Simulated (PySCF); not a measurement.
Job file and geometry (Å, from GFN2-xTB) of an NMR shielding run on SMILES C[C@H](S)CCOCF, C₅H₁₁FOS, GIAO PBE0/pcSseg-1 NMR shielding, non-relativistic, gas phase (PySCF); density fitting, a coarse starting grid and PySCF grid level 2 are the driver's defaults:

```
$ OMP_NUM_THREADS=1 python probes_run.py task.json out

{"job": {"kind": "nmr", "xc": "PBE0", "basis": "pcSseg-1"}, "charge": 0, "multiplicity": 1}
C     -2.776899    -0.298757    -0.571371
C     -1.561429    -0.184533     0.334438
S     -1.752595     1.243599     1.474762
C     -0.267597    -0.082048    -0.463988
C      0.971925    -0.078691     0.421232
O      2.118397    -0.066337    -0.424270
C      3.305599    -0.152405     0.235133
F      3.570312     0.991461     0.958875
H     -3.689705    -0.326583     0.018684
H     -2.716036    -1.210321    -1.162589
H     -2.828161     0.551299    -1.249312
H     -1.517407    -1.040975     1.012626
H     -1.804102     2.171251     0.521397
H     -0.202693    -0.933088    -1.145542
H     -0.270421     0.827453    -1.068184
H      0.993929    -0.979778     1.052163
H      0.978336     0.802168     1.074360
H      3.337348    -0.977377     0.968791
H      4.101395    -0.247087    -0.511418
```

Problem. Write the output of this run.

Solution. 
```
coarse grid: 16048 points
cycle   1  E = -769.6315247471  dE =  8.545e-01  |g| = 7.060e-01  |ddm| = 3.690e+00
cycle   2  E = -769.5744217108  dE =  5.710e-02  |g| = 9.448e-01  |ddm| = 1.082e+00
cycle   3  E = -769.7229351706  dE = -1.485e-01  |g| = 7.174e-02  |ddm| = 6.074e-01
cycle   4  E = -769.7238094201  dE = -8.742e-04  |g| = 3.353e-02  |ddm| = 8.526e-02
cycle   5  E = -769.7240238059  dE = -2.144e-04  |g| = 9.471e-03  |ddm| = 3.043e-02
cycle   6  E = -769.7240374277  dE = -1.362e-05  |g| = 3.304e-03  |ddm| = 8.450e-03
cycle   7  E = -769.7240392193  dE = -1.792e-06  |g| = 4.058e-04  |ddm| = 2.190e-03
final grid: 149696 points
cycle   8  E = -769.7924457473  dE = -4.618e-05  |g| = 1.255e-02  |ddm| = 3.225e-02
cycle   9  E = -769.7924186160  dE =  2.713e-05  |g| = 1.726e-02  |ddm| = 2.043e-02
cycle  10  E = -769.7924775239  dE = -5.891e-05  |g| = 1.390e-03  |ddm| = 1.258e-02
cycle  11  E = -769.7924779305  dE = -4.066e-07  |g| = 2.787e-04  |ddm| = 1.343e-03
cycle  12  E = -769.7924779426  dE = -1.208e-08  |g| = 1.237e-04  |ddm| = 2.663e-04
cycle  13  E = -769.7924779447  dE = -2.190e-09  |g| = 2.492e-05  |ddm| = 7.692e-05
cycle  14  E = -769.7924779449  dE = -1.114e-10  |g| = 5.843e-06  |ddm| = 2.198e-05
converged SCF energy = -769.7924779449

GIAO shielding tensors (ppm)
atom      isotropic    diamagn.    paramagn.     s11        s22        s33       span
  0 C      155.386     245.583     -90.197    132.018    147.949    186.190     54.172
  1 C      146.162     249.248    -103.085    131.702    149.437    157.349     25.647
  2 S      527.126    1056.698    -529.572    370.839    417.353    793.186    422.347
  3 C      141.688     248.927    -107.239    123.289    134.324    167.452     44.163
  4 C      112.027     248.258    -136.232     72.792    102.116    161.172     88.380
  5 O      242.970     397.676    -154.706    177.948    267.413    283.548    105.600
  6 C       79.148     235.565    -156.417     51.541     81.272    104.630     53.089
  7 F      347.636     473.236    -125.600    245.060    370.454    427.394    182.334
  8 H       29.836      28.343       1.494     25.348     27.862     36.300     10.952
  9 H       30.145      29.085       1.060     25.185     27.443     37.807     12.622
 10 H       30.578      29.633       0.945     27.532     28.752     35.450      7.918
 11 H       29.487      32.307      -2.820     26.236     27.491     34.734      8.498
 12 H       30.506      31.362      -0.856     24.848     28.418     38.251     13.402
 13 H       29.596      33.123      -3.527     24.639     29.663     34.485      9.847
 14 H       30.198      33.460      -3.262     27.031     30.483     33.080      6.049
 15 H       28.450      32.891      -4.441     24.554     29.972     30.825      6.271
 16 H       26.587      31.712      -5.125     20.330     26.721     32.709     12.379
 17 H       26.224      27.293      -1.069     21.935     26.630     30.108      8.172
 18 H       25.928      25.978      -0.050     21.099     25.885     30.802      9.703
```

Problem. Turn these shieldings into chemical shifts. Chemical shifts δ = σref − σ; $^{13}$C (186.93 ppm) and $^{1}$H (31.72 ppm) vs TMS; CS2 for $^{33}$S (503.73 ppm); $^{17}$O (336.08 ppm) against H2O; $^{19}$F (170.95 ppm) vs CFCl3, all at this level.

Solution. Averaging equivalent atoms: C 6: 107.8; C 4: 74.9; C 3: 45.2; C 1: 40.8; C 0: 31.5; S 2: -23; O 5: 93.1; F 7: -176.7; H 18: 5.79; H 17: 5.49; H 16: 5.13; H 15: 3.27; H 11: 2.23; H 13: 2.12; H 8/9/10: 1.53; H 14: 1.52; H 12: 1.21 ppm. Unscaled 19F shifts against computed CFCl3 carry errors that often reach 10 to 50 ppm. Experimental scales use liquid or dissolved standards, which lie at an offset from isolated H2O (liquid H2O: subtract about 36 ppm).

Size and cost of the density-fitted run: 198 basis functions, 25 s wall time on 1 thread of an Arm Neoverse V2, shared host; peak memory 0.96 GiB.
